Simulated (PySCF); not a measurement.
# How methods differ on the excitation energy of N²⁺

N²⁺ [He] 2s2 2p1 (2P) → N²⁺ [He] 2s1 2p1 3s1 (4P), as a difference of total energies. All numbers are calculated (PySCF 2.14, the spin-free X2C one-electron Hamiltonian (Gaussian nucleus), in aug-cc-pVTZ-DK (5s4p3d2f, 46 functions)). Correlated levels: valence: 1s2 frozen. The calculations carry no spin-orbit coupling.

```
           method  excitation energy (cm⁻¹)
              UHF                    273180
              LDA                    282560
              PBE                    282620
             PBE0                    282820
           r2SCAN                    281670
            wB97X                    282180
              M06                    286090
           M06-2X                    288360
           PBEsol                    281530
    MP2 (valence)                    283770
SCS-MP2 (valence)                    286780
```

The promoted electron is Rydberg-like, and one or two diffuse shells describe it only roughly, which tends to raise the upper state.
